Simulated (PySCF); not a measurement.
Electric field gradients and quadrupole coupling constants

C6H8O2S.
Z-matrix (Å and degrees, GFN2-xTB geometry), rows numbered from 1:
```
C 
O   1  1.4065
C   2  1.4104  1  113.54
C   3  1.4974  2  113.22  1    66.15
C   4  1.3569  3  128.52  2    57.16
C   5  1.4145  4  114.05  3  -178.58
C   6  1.3589  5  112.41  4     0.09
O   7  1.3478  6  126.35  5  -179.51
S   4  1.7418  3  120.64  2  -120.83
H   1  1.0974  2  111.06  3    58.19
H   1  1.0878  2  106.42  3   177.40
H   1  1.0961  2  111.56  3   -63.36
H   3  1.0949  2  104.84  1  -173.77
H   3  1.1012  2  110.35  1   -56.76
H   5  1.0750  4  122.53  3     1.19
H   6  1.0735  5  124.58  4  -179.61
H   8  0.9638  7  110.84  6   179.72
```

Field gradients from the PBE0/pcSseg-1 density (PySCF, non-relativistic), principal values in atomic units, ordered |Vxx| ≤ |Vyy| ≤ |Vzz|:

```csv
atom,Vxx,Vyy,Vzz
O2,-0.0042,-2.0163,2.0205
O8,-0.0739,-1.7406,1.8145
S9,-0.1739,-1.7216,1.8955
```

Problem. Find the asymmetry η = (Vxx − Vyy)/Vzz and the couplings χ = eQV/h (234.96 MHz × Q in barn × V in au), with Q(17O) = −0.0256 b, Q(33S) = −0.0678 b.

Solution. 
| atom | environment | nucleus | η | χzz (MHz) | χxx (MHz) | χyy (MHz) |
| --- | --- | --- | --- | --- | --- | --- |
| O2 | ether oxygen | 17O | 1.00 | -12.15 | 0.03 | 12.13 |
| O8 | phenol-type oxygen | 17O | 0.92 | -10.91 | 0.44 | 10.47 |
| S9 | thiophene-type sulfur | 33S | 0.82 | -30.20 | 2.77 | 27.43 |

At O2 and O8 η is above 0.9: Vyy and Vzz are nearly equal in size and opposite in sign, so a small change could swap them and flip the sign of χzz. 

Problem. What is Vzz at O8 in SI units (1 au = 9.71736 × 10²¹ V/m²)?

Solution. 1.8145 au = 17.632 × 10²¹ V/m².

Problem. And the gradient at the other heavy atoms, for which no coupling is worked out here?

Solution. 
```
atom                     environment  Vzz (au)     η
  C1                  methoxy carbon     0.375  0.10
  C3      sp3 carbon bound to oxygen     0.330  0.45
  C4     substituted aromatic carbon     0.260  0.82
  C5              aromatic CH carbon     0.250  0.10
  C6              aromatic CH carbon     0.116  0.43
  C7  aromatic carbon bearing oxygen     0.250  0.91
```

Were the hydrogens deuterons (Q(2H) = 0.00286 b), χzz would run from 188 kHz (H14) to 307 kHz (H17).

The structure is a single GFN2-xTB conformer in the gas phase; no vibrational or solvent corrections. GFN2-xTB bond lengths can be off by several hundredths of an ångström, more for odd bonds, and the gradients follow them. The basis is small and wasn't made for field gradients, so the couplings can be 20 % off.
